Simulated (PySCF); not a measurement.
**Working out the ionisation energy of Sc**

Sc [Ar] 3d1 4s2 (2D) → Sc⁺ [Ar] 3d1 4s1 (3D). All numbers are calculated (PySCF 2.14, the non-relativistic Hamiltonian (point nucleus), in 6-31G*). Frozen: [Ar]. Energies in hartree (1 hartree = 27.21139 eV):

```tsv
part	Sc (lower)	Sc⁺ (upper)
UHF	-759.675706	-759.478884
MP2 opposite-spin	-0.019354	0.000000
MP2 same-spin	-0.001341	-0.001384
```

What does Hartree-Fock give?

(-759.478884) − (-759.675706) = 0.196822 hartree = 5.356 eV.

What do MP2 and SCS-MP2 (6/5 opposite-spin, 1/3 same-spin) give?

The opposite-spin parts differ by 0.527 eV and the same-spin parts by -0.001 eV. MP2: 5.356 + (0.527) + (-0.001) = 5.882 eV. SCS-MP2: 5.356 + 1.2 × (0.527) + (-0.001)/3 = 5.988 eV.

Measured between the centres of the two terms (NIST): 6.562 eV, so MP2 (valence) is off by -0.680 eV.

The calculation is non-relativistic.

What remains against the reference includes basis incompleteness, the frozen core and correlation beyond second order.
